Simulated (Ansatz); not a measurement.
Steps of a relaxation of `FC/C=C/[SiH3]` with RKS PBE0-D4/def2-TZVP.

```sh
$ ansatz run in.yaml --threads 4 --pin off --events-out ev --progress --plain --max-ram 10444MiB
```

```yaml
crystal:
  periodic: [false, false, false]
  atoms:
    - {symbol: F, position_ang: [-1.432623, 2.166323, 0.472030]}
    - {symbol: C, position_ang: [-0.620314, 1.476742, 1.349904]}
    - {symbol: C, position_ang: [0.032735, 0.289728, 0.710515]}
    - {symbol: C, position_ang: [-0.141610, -0.074403, -0.577026]}
    - {symbol: Si, position_ang: [0.683618, -1.561382, -1.359009]}
    - {symbol: H, position_ang: [0.159230, 2.172876, 1.744574]}
    - {symbol: H, position_ang: [-1.230403, 1.149337, 2.226606]}
    - {symbol: H, position_ang: [0.691036, -0.290494, 1.385352]}
    - {symbol: H, position_ang: [-0.814944, 0.557513, -1.185012]}
    - {symbol: H, position_ang: [1.545658, -1.153188, -2.525711]}
    - {symbol: H, position_ang: [1.542735, -2.248268, -0.330340]}
    - {symbol: H, position_ang: [-0.338218, -2.539984, -1.877783]}
basis:
  gaussian: {orbitals: def2-TZVP}
hamiltonian: {xc: pbe0, dispersion: d4}
relax: {f_tol: 0.005, max_steps: 150}
```

Positions (Å) and forces (eV/Å) along the path, 6 of 6 steps:

```xyz
12
step=1 energy=-13811.5808 eV
F    -1.433    2.166    0.472    0.236   -0.186    0.283
C    -0.620    1.477    1.350    0.205   -0.036    0.510
C     0.033    0.290    0.711   -0.013   -0.302   -0.681
C    -0.142   -0.074   -0.577   -0.048    0.339    0.585
Si    0.684   -1.561   -1.359    0.017   -0.012    0.026
H     0.159    2.173    1.745   -0.456   -0.302   -0.302
H    -1.230    1.149    2.227    0.234    0.205   -0.543
H     0.691   -0.290    1.385   -0.354    0.316   -0.358
H    -0.815    0.558   -1.185    0.350   -0.336    0.303
H     1.546   -1.153   -2.526   -0.192   -0.069    0.262
H     1.543   -2.248   -0.330   -0.186    0.156   -0.210
H    -0.338   -2.540   -1.878    0.209    0.227    0.124
12
step=2 energy=-13811.6306 eV
F    -1.422    2.155    0.479    0.026   -0.015    0.044
C    -0.611    1.463    1.347    0.081   -0.027    0.179
C     0.031    0.285    0.696    0.004   -0.053   -0.109
C    -0.143   -0.073   -0.577   -0.015    0.065    0.105
Si    0.682   -1.553   -1.346   -0.035    0.058    0.023
H     0.158    2.156    1.729   -0.136   -0.112   -0.088
H    -1.222    1.140    2.207    0.090    0.054   -0.166
H     0.683   -0.292    1.359   -0.089    0.081   -0.087
H    -0.809    0.550   -1.180    0.100   -0.103    0.066
H     1.534   -1.142   -2.500   -0.039   -0.030    0.058
H     1.531   -2.228   -0.323   -0.045    0.038   -0.048
H    -0.336   -2.518   -1.857    0.059    0.042    0.024
12
step=3 energy=-13811.6344 eV
F    -1.420    2.155    0.484   -0.013    0.013   -0.010
C    -0.608    1.458    1.347    0.020   -0.021    0.008
C     0.030    0.285    0.691   -0.008    0.009    0.005
C    -0.145   -0.071   -0.578    0.004   -0.009   -0.019
Si    0.678   -1.547   -1.343   -0.004    0.011    0.012
H     0.158    2.147    1.725    0.009    0.007    0.001
H    -1.216    1.135    2.200   -0.007   -0.006    0.006
H     0.680   -0.290    1.350    0.004   -0.005    0.004
H    -0.806    0.547   -1.181   -0.006    0.000   -0.010
H     1.532   -1.144   -2.492    0.003    0.002   -0.003
H     1.524   -2.217   -0.318    0.003    0.000    0.007
H    -0.331   -2.515   -1.852   -0.004   -0.003   -0.001
12
step=4 energy=-13811.6345 eV
F    -1.419    2.157    0.486   -0.007    0.007   -0.005
C    -0.607    1.458    1.347    0.008   -0.011    0.006
C     0.030    0.285    0.690   -0.002    0.007    0.002
C    -0.145   -0.070   -0.580   -0.009   -0.002   -0.005
Si    0.679   -1.546   -1.342    0.000    0.003    0.003
H     0.159    2.145    1.725    0.003    0.001    0.001
H    -1.216    1.133    2.200   -0.002   -0.001    0.003
H     0.680   -0.291    1.348    0.004   -0.002    0.000
H    -0.809    0.546   -1.184    0.002    0.002   -0.004
H     1.533   -1.143   -2.491    0.002   -0.002   -0.002
H     1.523   -2.214   -0.315    0.000    0.001    0.002
H    -0.330   -2.515   -1.850    0.000   -0.003   -0.001
12
step=5 energy=-13811.6346 eV
F    -1.420    2.159    0.490    0.003   -0.003    0.003
C    -0.606    1.457    1.348   -0.003    0.007   -0.001
C     0.028    0.285    0.686    0.002   -0.002    0.000
C    -0.148   -0.069   -0.583   -0.003    0.017    0.000
Si    0.678   -1.546   -1.341    0.008   -0.012   -0.004
H     0.162    2.143    1.726   -0.004   -0.004    0.000
H    -1.214    1.130    2.201    0.005    0.002   -0.003
H     0.680   -0.291    1.343   -0.004   -0.002   -0.002
H    -0.809    0.549   -1.188   -0.002   -0.004    0.007
H     1.535   -1.146   -2.490   -0.001   -0.001    0.001
H     1.521   -2.209   -0.310   -0.002    0.002   -0.002
H    -0.328   -2.517   -1.849    0.002    0.000    0.000
12
step=6 energy=-13811.6346 eV
F    -1.419    2.159    0.490    0.000    0.000    0.001
C    -0.606    1.457    1.348   -0.001    0.002    0.001
C     0.028    0.285    0.686   -0.001   -0.001   -0.005
C    -0.149   -0.068   -0.584    0.001    0.000    0.003
Si    0.678   -1.546   -1.341   -0.001    0.002    0.000
H     0.162    2.142    1.727    0.000    0.000    0.000
H    -1.213    1.130    2.201    0.000    0.000    0.000
H     0.679   -0.292    1.341    0.001   -0.001    0.001
H    -0.811    0.549   -1.188    0.000   -0.001   -0.001
H     1.536   -1.147   -2.490    0.000    0.000   -0.001
H     1.520   -2.207   -0.308    0.001    0.000    0.001
H    -0.327   -2.518   -1.849    0.000   -0.001    0.000
```

It took 21 s on 4 threads of an Arm Neoverse V1 on a shared host, with 0.5 GiB of host memory at the peak.
